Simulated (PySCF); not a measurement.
# Ir³⁸⁺: ionisation energy

Ir³⁸⁺ [Kr] 4d3 (4F) → Ir³⁹⁺ [Kr] 4d2 (3F), as a difference of total energies. Calculation: PySCF 2.14, in an uncontracted even-tempered set (19 s from 3.7 bohr⁻², ratio 2.5; 14 p from 4.8 bohr⁻², ratio 2.5; 9 d from 4.8 bohr⁻², ratio 2.5; 4 f from 21 bohr⁻², ratio 2.7; 3 g from 31 bohr⁻², ratio 2.7); the spin-free X2C one-electron Hamiltonian (Gaussian nucleus). The calculations carry no spin-orbit coupling.

```
 method  ionisation energy (eV)
    UHF                  1730.9
r2SCAN0                  1732.9
   PW91                  1732.6
```

Spin-orbit coupling is strong in these open shells (close to jj coupling). The scalar numbers leave it out and a first-order estimate fails, so it can dominate the gap to the real levels.

Breit and QED terms and the two-electron picture change are absent.

For comparison: 1739 ± 4 eV (theoretical estimate listed by NIST; NIST Atomic Spectra Database, ionization energies).
